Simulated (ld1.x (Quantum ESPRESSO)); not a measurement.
# Configuration tests for Co (Z = 27) (PAW)

ld1.x (Quantum ESPRESSO) 7.5 input, shortened:

```
&input
   title='Co', zed=27., rel=1, dft='PBE', iswitch=3,
   config='[Ar] 3d7 4s1.5 4p0'
 /
 &inputp
   pseudotype=3, lpaw=.true., tm=.true., lloc=-2, rcloc=1.50,
   nlcc=.true., rcore=0.60,
   which_augfun='BG', rmatch_augfun=0.65
 /
6
4S  1  0   1.50   0.00  2.10  2.25  0.0
4S  1  0   0.00   2.45  2.10  2.25  0.0
3P  2  1   6.00   0.00  1.10  1.20  0.0
4P  3  1   0.00   0.00  1.10  1.20  0.0
3D  3  2   7.00   0.00  0.85  1.10  0.0
3D  3  2   0.00   1.75  0.85  1.10  0.0
 &test
   configts(1)='3p6 3d7 4s1.5 4p0'
 /
```

Energies are relative to the spin-unpolarised reference configuration 3p6 3d7 4s1.5 4p0; without spin polarisation the order of configurations can differ from experiment. The frozen-core shift is the all-electron ΔE with the core orbitals held at their reference shape minus the fully relaxed ΔE.

```tsv
valence configuration	charge	ΔE all-electron (eV)	error AE − PS (meV)	frozen-core shift (meV)
3p6 3d7 4s2 4p0	0	-3.602	+1.4	-0.4
3p6 3d7 4s0 4p0	+2	22.213	+24	+2.9
3p6 3d6 4s2 4p1	0	6.058	+20	+19
3p6 3d7.5 4s1.5 4p0	0	-4.563	+0.4	+3.6
3p6 3d7 4s0 4p1	+1	10.796	+20	+1.3
```

Q: What are ΔE and the potential's error for 3p6 3d6 4s0 4p0?

A: ΔE = 58.083 eV all-electron; the error (AE − PS) is -28 meV.

Q: What are ΔE and the potential's error for 3p6 3d7 4s1 4p0?

A: ΔE = 5.428 eV all-electron; the error (AE − PS) is +1.5 meV.

Levels in the configuration 3p6 3d6 4s0 4p0:

| level | all-electron (eV) | pseudo (eV) |
| --- | --- | --- |
| 3p | -103.762 | -103.874 |
| 3d | -45.166 | -45.270 |

A variational frozen-core shift is positive and of second order in the change. This column holds negative values, so the frozen-core run of ld1.x carries numerical noise or an error of first order here, and the column gives no more than the rough size of the effect.
